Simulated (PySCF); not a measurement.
Vertical excitations of a molecule C3H3ClF2 from TDA-LC-ωPBE/def2-SVPD run with PySCF, as energy in eV (oscillator strength): 7.03 (0.000), 7.29 (0.009), 8.32 (0.005), 8.55 (0.001), 9.00 (0.066), 9.22 (0.015), 9.39 (0.003), 9.57 (0.000), 9.72 (0.071), 9.79 (0.017). Lowest triplet (TDA): 6.25 eV. The structure is a stationary point at PBE0-D3(BJ)/def2-SVP. One conformer was computed; it need not be the lowest.

Task: Which structure fits?
(A) F[C@@H]1[C@H](F)[C@H]1Cl
(B) FC(F)/C=C/Cl
(C) F[C@@H]1C[C@@]1(F)Cl
(D) FC1(F)C[C@H]1Cl

Result: A, F[C@@H]1[C@H](F)[C@H]1Cl
